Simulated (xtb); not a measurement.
xtb input (GFN1-xTB):

```bash
xtb mol.xyz --gfn 1 --sp --chrg 0 --uhf 0
```
mol.xyz:
```
5

F     -0.00352182     1.68800675    -1.15610829
Si    -0.01083694     0.66568707     0.04695105
F     -0.04851179     1.50829318     1.38154400
Br     1.82841893    -0.51688016    -0.00418886
Br    -1.81070408    -0.57130036    -0.07256074
```

End of the output:

```
         :::::::::::::::::::::::::::::::::::::::::::::::::::::
         ::                     SUMMARY                     ::
         :::::::::::::::::::::::::::::::::::::::::::::::::::::
         :: total energy             -20.161736224688 Eh    ::
         :: gradient norm              0.038337294304 Eh/a0 ::
         :: HOMO-LUMO gap              6.602452729794 eV    ::
         ::.................................................::
         :: SCC energy               -20.231150934957 Eh    ::
         :: -> electrostatic           0.025065003798 Eh    ::
         :: repulsion energy           0.071471551636 Eh    ::
         :: dispersion energy         -0.002056841367 Eh    ::
         :: halogen bond corr.         0.000000000000 Eh    ::
         :: add. restraining           0.000000000000 Eh    ::
         :: total charge               0.000000000000 e     ::
         :::::::::::::::::::::::::::::::::::::::::::::::::::::

           -------------------------------------------------
          |                Property Printout                |
           -------------------------------------------------

    * Orbital Energies and Occupations

         #    Occupation            Energy/Eh            Energy/eV
      -------------------------------------------------------------
         1        2.0000           -0.8378963             -22.8003
       ...           ...                  ...                  ...
         4        2.0000           -0.7250822             -19.7305
         5        2.0000           -0.5894649             -16.0402
         6        2.0000           -0.5588991             -15.2084
         7        2.0000           -0.5524612             -15.0332
         8        2.0000           -0.5490403             -14.9401
         9        2.0000           -0.5446166             -14.8198
        10        2.0000           -0.5263434             -14.3225
        11        2.0000           -0.5125588             -13.9474
        12        2.0000           -0.4760694             -12.9545
        13        2.0000           -0.4725648             -12.8591
        14        2.0000           -0.4643923             -12.6368
        15        2.0000           -0.4607706             -12.5382
        16        2.0000           -0.4529457             -12.3253 (HOMO)
        17                         -0.2103100              -5.7228 (LUMO)
        18                         -0.1734337              -4.7194
Note: The following floating-point exceptions are signalling: IEEE_DENORMAL
normal termination of xtb
        19                         -0.1629599              -4.4344
        20                         -0.1607001              -4.3729
        21                         -0.1145517              -3.1171
        22                         -0.1141922              -3.1073
        23                         -0.1102845              -3.0010
        24                         -0.1071222              -2.9149
        25                         -0.1004432              -2.7332
        26                         -0.0907743              -2.4701
        27                          0.0521038               1.4178
       ...                                ...                  ...
        35                          1.0215392              27.7975
      -------------------------------------------------------------
                  HL-Gap            0.2426357 Eh            6.6025 eV
             Fermi-level           -0.3316279 Eh           -9.0241 eV

  Mulliken/CM5 charges         n(s)   n(p)   n(d)
     1F    -0.23058 -0.20901   1.757  5.474  0.000
     2Si    0.56090  0.38365   0.954  1.260  1.226
     3F    -0.23058 -0.20901   1.757  5.474  0.000
     4Br   -0.04987  0.01718   1.910  5.159 -0.020
     5Br   -0.04987  0.01718   1.910  5.159 -0.020

Wiberg/Mayer (AO) data.
largest (>0.10) Wiberg bond orders for each atom

 ---------------------------------------------------------------------------
     #   Z sym  total        # sym  WBO       # sym  WBO       # sym  WBO
 ---------------------------------------------------------------------------
     1   9 F    1.316 --     2 Si   1.237
     2  14 Si   5.104 --     5 Br   1.315     4 Br   1.315     3 F    1.237
                             1 F    1.237
     3   9 F    1.316 --     2 Si   1.237
     4  35 Br   1.423 --     2 Si   1.315
     5  35 Br   1.423 --     2 Si   1.315
 ---------------------------------------------------------------------------

Topologies differ in total number of bonds
Writing topology from bond orders to xtbtopo.mol

 dipole moment from electron density (au)
     X       Y       Z
   0.0015  -0.0949  -0.0067  total (Debye):    0.242

           -------------------------------------------------
          | TOTAL ENERGY              -20.161736224688 Eh   |
          | GRADIENT NORM               0.038337294304 Eh/α |
          | HOMO-LUMO GAP               6.602452729794 eV   |
           -------------------------------------------------

------------------------------------------------------------------------
------------------------------------------------------------------------
 total:
 SCF:
```
